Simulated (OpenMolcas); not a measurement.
Br III: CASPT2 settings compared

```yaml
Program: OpenMolcas 26.06
Basis: ANO-RCC-VQZP [7s6p4d2f1g]
Scalar_Hamiltonian: X2C, point nucleus
Active_space: 3 electrons in 3 orbitals (4p)
State_averaging: 2S+1 = 4 odd, 1 root; 2S+1 = 2 odd, 8 roots kept (CI in the orbitals of an earlier block)
Spin-orbit_coupling: state interaction with AMFI integrals over the reference wave functions, term energies averaged over their components
```

Methods on the same reference wave functions:
A. CASSCF
B. SS-CASPT2, IPEA 0.75 Eh, imaginary shift 0.25 Eh (closed shells correlated: 3d 4s)
C. SS-CASPT2, IPEA 0.1 Eh, imaginary shift 0.1 Eh (closed shells correlated: 3s 3p 3d 4s)
D. XMS-CASPT2, IPEA 0.35 Eh, no level shift (closed shells correlated: 3d 4s)

Energies in cm-1 above 4s2 4p3 4S* 3/2, the measured ground level; measured values from Moore, Atomic Energy Levels, vol. II, NSRDS-NBS 35 (1971 reprint of NBS Circular 467, 1952).

| Level | A | B | C | D | Measured |
| --- | --- | --- | --- | --- | --- |
| 4s2 4p3 4S* 3/2 | 0.0 | 0.0 | 0.0 | 0.0 | 0.0 |
| 4s2 4p3 2D* 3/2 | 20062 | 15690 | 15990 | 15290 |  |
| 4s2 4p3 2D* 5/2 | 20789 | 16520 | 16820 | 16120 |  |
| 4s2 4p3 2P* 1/2 | 34479 | 28300 | 28540 | 27660 | 26915 |
| 4s2 4p3 2P* 3/2 | 35461 | 29430 | 29670 | 28810 | 28579 |

Deviations, from unrounded energies. A percentage is the sum of absolute deviations over the sum of measured energies, with the sign that they share, or ± where signs differ.

| Against measurement | Levels | A | B | C | D |
| --- | --- | --- | --- | --- | --- |
| mean absolute deviation (cm-1) | 2 | 7200 | 1100 | 1400 | 490 |
| other terms of the ground configuration (%) | 2 | +26.0 | +4.0 | +4.9 | +1.8 |

D lies closest to measurement on these levels and A furthest from it. The largest miss of D in the table is 4s2 4p3 2P* 1/2, by +740 cm-1. The ranking rests on the paired levels alone, and a cruder setting can come out closer through cancelling errors.

Among B to D the level of the table that moves most is 4s2 4p3 2P* 1/2, by 880 cm-1 (lowest in D, highest in C). Moves below CASPT2's spread within the term are not significant.

The mean deviations of B to D differ by less than CASPT2's widest spread within a term (1700 cm-1), so their order carries little weight.

From A to B the spin-free energies of the other terms of 4s2 4p3 shown, above 4S*, scale by factors of 0.79 to 0.82.

The lowest spin-free term lies below A's lowest term by 0.161 hartree in B, 0.244 hartree in C, 0.171 hartree in D.

CASPT2 breaks the degeneracy within a term, and the mean is taken; among the terms shown or strongly mixed into the levels shown the widest spread is 1700 cm-1 (4s2 4p3 2D*, D). Terms from blocks run as CI alone lack orbitals of their own. With the s shell closed, the reference lacks s² → p² mixing. Computed and measured levels are paired by configuration, term and J; levels that our copy of the source lacks, or whose pairing is in doubt (as where it misses far off the trend of its configuration), stay unpaired and out of the deviations. Only configurations of the active space appear.

* marks odd parity.
